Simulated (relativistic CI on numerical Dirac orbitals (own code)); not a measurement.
# One change at a time: W IV

Base calculation: Dirac-Coulomb-Breit CI, orbitals from a KLI potential per configuration, QED by a radiative potential, valence Slater integrals scaled by 0.85, P86 correlation energy added to each configuration.

CI space (outside the closed core [Kr] 4d10 4f14 5s2): 5p6.5d3, 5p6.5d2.6s, 5p6.5d.6s2, 5p6.5d2.6p, 5p6.5d2.5f, 5p6.5d.6s.6p, 5p6.5d2.5g, 5p6.5d2.6d, 5p6.5d2.7s, 5p6.5d.5f2, 5p6.5d2.7p, 5p6.5d.6p2, 5p5.5d4, 5p6.5d2.7d, 5p6.5d.6s.7s, 5p6.5d2.6f. Levels of other configurations are missing.

The lowest level and the first level of each name with at least 55 % of one term (blank where a level has no safe partner in the second run):

```tsv
Level	Base (cm⁻¹)	Shift (cm⁻¹)
5p6.5d3 4F_3/2	0.0	0.0
5p6.5d3 4F_5/2	2986.3	-88.3
5p6.5d3 4F_7/2	5901.0	-151.5
5p6.5d3 4F_9/2	8408.9	-185.7
5p6.5d3 4P_1/2	11760.3	-59.8
5p6.5d3 2G_7/2	14854.4	-207.2
5p6.5d3 4P_5/2	16539.2	-156.6
5p6.5d3 2P_1/2	17726.2	-188.7
5p6.5d3 2H_11/2	21660.3	-317.3
5p6.5d3 2D_5/2	22108.0	-234.4
5p6.5d3 2F_5/2	28104.1	-216.2
5p6.5d3 2F_7/2	28301.7	-242.2
5p6.5d2.6s 4F_3/2	36758.4	-331.5
5p6.5d2.6s 4F_5/2	38930.2	-328.6
5p6.5d2.6s 4F_7/2	42510.3	-337.5
5p6.5d3 2D_3/2	43205.0	-234.7
5p6.5d2.6s 4F_9/2	46391.9	-341.9
5p6.5d2.6s 4P_1/2	49583.1	-322.1
5p6.5d2.6s 4P_3/2	51406.6	-320.4
5p6.5d2.6s 2D_3/2	55674.6	-228.8
5p6.5d2.6s 2F_7/2	56631.7	-211.6
5p6.5d2.6s 2D_5/2	59586.0	-264.7
```

For a near-neutral ion this model can misplace configurations by up to about 10,000 cm⁻¹ (more where the count of f electrons changes) and terms by 10 to 25 % of their spread. Rates follow the energies as ν³ (E1, M1) or ν⁵ (E2), so they and the lifetimes can be off by large factors. The fine structure of a lone outer electron comes out too small, for d and f at times inverted, and misplaced configurations move strength between like terms. 42 of the 69 excited levels that our extract of the measured tables holds in this range could be paired (the sources list more); they are missed by 2377 cm⁻¹ on average and 6785 at most, and levels without a partner can miss by more. Some levels of the ground configuration have no partner and can miss by 10 % or more.

**Question.** One thing was changed in a second run, which moved the levels as shown. Which?
A. one mean potential for all configurations
B. only the first configuration
C. QED terms removed
D. valence Slater integrals scaled by 0.75
E. configuration mixing switched off
F. no correlation estimate
G. Breit term removed

**Answer.** A. One mean potential for all configurations. One potential for all configurations removes the relaxation of the orbitals, which moves whole configurations and changes the integrals a little.

LS names give the leading component of a level, which can be under half, so a name can repeat, a term be missing and a line seem to break the LS rules.
